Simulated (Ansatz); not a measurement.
`C=[CH][SnH]([CH3])[F]` + H₂S → `[CH3][SnH]([F])[SH]` + `C=C` at 500 K and 1 bar (ligand exchange at the Sn–C bond).

Gas-phase electronic energies from Ansatz, PBE0-D4/def2-TZVP geometries. CCSD(T)/CBS is the MP2 limit (def2-TZVPP, def2-QZVPP) plus CCSD(T) − MP2 in def2-TZVPP, frozen cores. This one scheme is used for every species. Elements past krypton have def2 core potentials. For Sn outer-core shells are correlated without core-valence functions, which leaves a few kJ/mol of doubt a bond. Each species was taken in one conformer, which may not be the lowest.

| species | CCSD(T)/CBS energy (Eh) | H − E (kJ/mol) | S (J/(mol·K)) |
| --- | --- | --- | --- |
| `C=[CH][SnH]([CH3])[F]` | -432.19683 | 281.1 | 459.8 |
| H₂S | -398.97279 | 57.0 | 224.0 |
| `[CH3][SnH]([F])[SH]` | -752.71910 | 189.5 | 432.6 |
| `C=C` | -78.48111 | 155.1 | 245.3 |

H − E and S are ideal-gas, rigid-rotor, harmonic terms from PBE0-D4/def2-TZVP, for one conformer and one mirror image of each species. 1 Eh = 2625.50 kJ/mol, R = 8.31446 J/(mol·K).

Question: By hand: ΔE, ΔH, ΔS and ΔG.

Answer: ΔE = (-752.71910) + (-78.48111) − (-432.19683) − (-398.97279) = -0.03059 Eh = -80.3 kJ/mol. Δ(H − E) = 189.5 + 155.1 − 281.1 − 57.0 = 6.5, so ΔH = -73.8 kJ/mol. ΔS = 432.6 + 245.3 − 459.8 − 224.0 = -5.9 J/(mol·K). ΔG = -73.8 − 500 × (-5.9)/1000 = -70.8 kJ/mol.

Question: By hand: the equilibrium constant, and the temperature at which ΔG would vanish if ΔH and ΔS stayed fixed.

Answer: log₁₀ K = −ΔG/(RT ln 10) = 7.4. ΔG = 0 at ΔH/ΔS = 12508 K, far beyond where these terms or the molecules hold.

The number of gas molecules stays the same, so ΔS is small and ΔH decides. A doubt of 5 kJ/mol in ΔE shifts log₁₀ K by 0.5 here. Other conformers and mirror images would add mixing entropy, several J/(mol·K) or more a flexible species. Modes under 60 cm⁻¹, often nearly free rotors, make the harmonic entropy too high. These are equilibria of isolated gas molecules and say nothing of rates. Largest T1 diagnostic: 0.013 (customary marks: 0.02 for closed shells, 0.045 for open ones).
